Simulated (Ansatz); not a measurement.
`B[CH2][GeH2][Cl]` → `BC` + `[Cl][GeH]` at 700 K and 1 bar (germylene formation by 1,1-elimination).

Computed with Ansatz on PBE0-D4/def2-TZVP structures; ΔE is electronic, products minus reactants. CCSD(T)/CBS is the MP2 limit (def2-TZVPP, def2-QZVPP) plus CCSD(T) − MP2 in def2-TZVPP, frozen cores. This one scheme is used for every species. For Ge outer-core shells are correlated without core-valence functions, which leaves a few kJ/mol of doubt a bond. Scalar relativity is left out up to krypton. Each species was taken in one conformer, which may not be the lowest.

| species | CCSD(T)/CBS energy (Eh) | H − E (kJ/mol) | S (J/(mol·K)) |
| --- | --- | --- | --- |
| `B[CH2][GeH2][Cl]` | -2602.37417 | 246.1 | 463.8 |
| `BC` | -65.83255 | 189.6 | 311.0 |
| `[Cl][GeH]` | -2536.49422 | 48.2 | 304.3 |

H − E and S are ideal-gas, rigid-rotor, harmonic terms from PBE0-D4/def2-TZVP, for one conformer and one mirror image of each species. 1 Eh = 2625.50 kJ/mol, R = 8.31446 J/(mol·K).

By hand: ΔE, ΔH, ΔS and ΔG.

ΔE = (-65.83255) + (-2536.49422) − (-2602.37417) = 0.04740 Eh = 124.4 kJ/mol. Δ(H − E) = 189.6 + 48.2 − 246.1 = -8.3, so ΔH = 116.1 kJ/mol. ΔS = 311.0 + 304.3 − 463.8 = 151.5 J/(mol·K). ΔG = 116.1 − 700 × (151.5)/1000 = 10.0 kJ/mol.

By hand: the equilibrium constant, and the temperature at which ΔG would vanish if ΔH and ΔS stayed fixed.

log₁₀ K = −ΔG/(RT ln 10) = -0.7. ΔG = 0 at ΔH/ΔS = 766 K.

The number of gas molecules changes by +1, which sets the sign of ΔS. A doubt of 5 kJ/mol in ΔE shifts log₁₀ K by 0.4 here. Other conformers and mirror images would add mixing entropy, several J/(mol·K) or more a flexible species. Modes under 60 cm⁻¹, often nearly free rotors, make the harmonic entropy too high. These are equilibria of isolated gas molecules and say nothing of rates. Largest T1 diagnostic: 0.013 (customary marks: 0.02 for closed shells, 0.045 for open ones).
